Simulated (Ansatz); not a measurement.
`O[SiH2]S[SiH](F)F` + `CN[SiH2]O` → `CN([SiH2]O)[SiH](F)F` + `O[SiH2]S`  (ligand exchange at the Si–S bond)

Isolated molecules relaxed with PBE0-D4/def2-TZVP in Ansatz; ΔE leaves out vibrations. CCSD(T)/CBS adds triple-zeta CCSD(T) − MP2 to the extrapolated MP2 energy (def2 sets, frozen cores). DFT in def2-TZVPP. B3LYP here is the variant with VWN-RPA as its local correlation; programs differ in this. One conformer a species, not always the lowest.

| level | ΔE (kcal/mol) | difference from CCSD(T)/CBS |
| --- | --- | --- |
| PBE-D4 | -1.7 | 3.0 |
| PBE0-D4 | -2.6 | 2.1 |
| B3LYP-D4 | -4.2 | 0.5 |
| ωB97X-V | -4.3 | 0.4 |
| ωB97M-V | -4.4 | 0.3 |
| B2PLYP | -4.4 | 0.3 |
| PBE | -1.4 | 3.3 |
| r2SCAN | -3.2 | 1.5 |
| B3LYP | -3.7 | 1.0 |
| SCS-MP2/def2-TZVPP | -5.5 | -0.8 |
| CCSD/def2-TZVPP | -6.0 | -1.3 |
| MP2/def2-QZVPP | -4.4 | 0.3 |
| SCS-MP2/def2-QZVPP | -5.0 | -0.3 |
| HF/CBS(def2) | -6.0 | -1.3 |
| MP2/CBS(def2) | -3.9 | 0.8 |
| CCSD/CBS(def2) | -5.0 | -0.3 |
| CCSD(T)/CBS | -4.7 | 0 |

Largest T1 diagnostic among the species: 0.012.

From PBE to PBE0 (25 % exact exchange), in def2-TZVPP and without D4, ΔE moves by −0.9 kcal/mol.

CCSD(T)/CBS has its own doubt, a few kJ/mol and more with outer-core shells, so smaller differences from it don't rank the levels.
